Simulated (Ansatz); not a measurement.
System: SbH, charge 0, multiplicity 3. SMILES: [SbH]
Structure (B3LYP-D3(BJ)/def2-TZVP (Ansatz, a first-principles code) minimum search):
```
Sb
H 1 1.7225
```
Charge 0, spin multiplicity 3.

Quantity: atomisation energy (electronic, to ground-state atoms), in eV. Cores are frozen in the correlated levels unless marked. UHF or UKS for open shells. Spin-orbit coupling is left out. Frozen are the shells of the preceding noble gas and the d and f shells that filled before the atom's block. Past Kr the def2 sets carry scalar-relativistic core potentials. The coupled-cluster limit lacks core correlation, which all-electron functionals hold. CBS(X,Y): correlation extrapolated as X^-3; Hartree-Fock from the larger set.

```
level           program  atomisation energy (eV)
--------------  -------  -----------------------
HF/def2-QZVPPD   Ansatz                     1.64
```

**Question.** Estimate the value at CCSD(T)/CBS(def2-TZVPPD,def2-QZVPPD) as computed with Ansatz.

**Answer.** 2.58 eV
